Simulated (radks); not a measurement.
Polarisability of the ruthenium ion Ru8+, [Kr], at imaginary frequency. Calculated with a radial shooting solver on a logarithmic mesh with Libxc functionals: scalar-relativistic Kohn-Sham, exchange-only LDA, spin-polarised, spherical densities, finite nucleus; Fermi nuclear charge, rms radius 4.4809 fm. Response by self-consistent Sternheimer equations with the Hartree and adiabatic exchange-only LDA kernel, the relativistic mass of each level held fixed and spin-orbit coupling left out.

w (hartree)  alpha1(iw) (bohr^3)  alpha2(iw) (bohr^5)
0.00266                    1.175                1.295
0.0143                     1.175                1.295
0.0360                     1.175                1.295
0.0697                     1.174                1.294
0.118                      1.172                1.294
0.186                      1.168                1.291
0.280                      1.159                1.287
0.413                      1.141                1.278
0.605                      1.104                1.259
0.892                      1.031                1.219
1.35                      0.8935                1.136
2.12                      0.6680               0.9632
3.59                      0.3880               0.6577
6.94                      0.1625               0.2914
17.5                     0.04572              0.06346

Static values: alpha1 = 1.175 bohr^3 (0.1742 angstrom^3; uncoupled 1.859), alpha2 = 1.295 bohr^5, alpha3 = 2.910 bohr^7. C6 = 2.616, C8 = 17.16, triple-dipole C9 = 2.230 atomic units. One-pole (London) frequency 4 C6 / (3 alpha1^2) = 2.525 hartree, against 6.151 for minus the highest occupied eigenvalue.
